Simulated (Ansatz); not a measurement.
A run for Ansatz (a program for electronic structure): R-wB97X-V/def2-TZVPPD on NH3 (SMILES N). The basis file is the Basis Set Exchange's JSON of that set.

Ansatz 0.2 input:
```yaml
crystal:
  periodic: [false, false, false]
  atoms:
    - {symbol: N, position_ang: [0.00000000, -0.00002166, 0.27906864]}
    - {symbol: H, position_ang: [-0.00000000, 0.94280068, -0.09306197]}
    - {symbol: H, position_ang: [0.81651180, -0.47143951, -0.09305334]}
    - {symbol: H, position_ang: [-0.81651180, -0.47143951, -0.09305334]}
basis:
  gaussian:
    orbitals: def2-TZVPPD.json
hamiltonian:
  xc: {name: wB97X-V}
scf: {lower_state_search: off}
```

Question: Predict the final total energy.

Answer: -56.5639 hartree.
